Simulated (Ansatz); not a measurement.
`N#CN[SiH2]O` + `CO[SiH2]S` → `CO[SiH2]S[SiH2]O` + `N#CN`  (ligand exchange at the Si–N bond)

Program: Ansatz. Geometries: PBE0-D4/def2-TZVP. ΔE: electronic, gas phase. CBS: MP2 limit from def2 TZ/QZ plus the TZ coupled-cluster correction, frozen cores. This one scheme is used for every species. Functionals use def2-TZVPP. Each species was taken in one conformer, which may not be the lowest.

`N#CN[SiH2]O`:

```xyz
9

N    -0.803    0.278   -2.714
C    -0.556    0.594   -1.630
N    -0.281    0.911   -0.367
Si   -0.080   -0.283    0.898
O     1.411   -0.946    0.960
H     0.002    1.871   -0.225
H    -0.242    0.463    2.159
H    -1.116   -1.302    0.626
H     1.666   -1.587    0.294
```

`CO[SiH2]S`:

Z-matrix (Å, degrees):
```
C
O 1 1.410
H 1 1.091 2 108.1
H 1 1.096 2 111.7 3 119.3
H 1 1.095 2 111.3 3 -119.1
Si 2 1.639 1 122.6 3 -170.3
S 6 2.120 2 109.8 1 171.1
H 6 1.488 2 108.6 1 49.0
H 6 1.485 2 111.9 1 -72.6
H 7 1.344 6 94.3 2 -69.2
```

`CO[SiH2]S[SiH2]O`:

Z-matrix (Å, degrees):
```
C
O 1 1.418
H 1 1.090 2 108.0
H 1 1.094 2 111.0 3 119.6
H 1 1.095 2 111.0 3 -119.1
Si 2 1.651 1 121.6 3 174.1
S 6 2.126 2 111.1 1 66.5
H 6 1.484 2 110.7 1 -51.7
H 6 1.479 2 104.2 1 -173.3
Si 7 2.151 6 95.2 2 60.3
O 10 1.637 7 111.8 6 -56.0
H 10 1.485 7 107.6 6 66.4
H 10 1.478 7 106.9 6 -173.9
H 11 0.965 10 115.1 7 45.9
```

`N#CN`:

```xyz
5

N     0.079    0.488   -1.839
C    -0.025    0.204   -0.725
N    -0.204   -0.112    0.560
H    -0.086   -1.089    0.783
H     0.237    0.509    1.221
```

```csv
level,ΔE (eV)
PBE0-D4,-0.27
MP2/def2-TZVPP,-0.18
SCS-MP2/def2-QZVPP,-0.12
HF/CBS(def2),0.10
```

**Question.** What does CCSD(T)/CBS give? (Best estimate.)

**Answer.** The calculation gave: -0.18 eV. The listed levels differ from it by -0.09, 0.00, 0.06, 0.28 eV.

Largest T1 diagnostic among the species: 0.014.

In def2-TZVPP, CCSD(T) changes the Hartree–Fock value by −0.22 eV (the triples alone add −0.05 eV) and MP2 by −0.26 eV. The D4 term adds −0.14 eV with B3LYP and −0.08 eV with PBE0; it sums over pairs of atoms, weighted by their polarisabilities, and B3LYP, whose exchange is more repulsive, gets the larger term.

B3LYP here is the variant with VWN-RPA as its local correlation; programs differ in this.
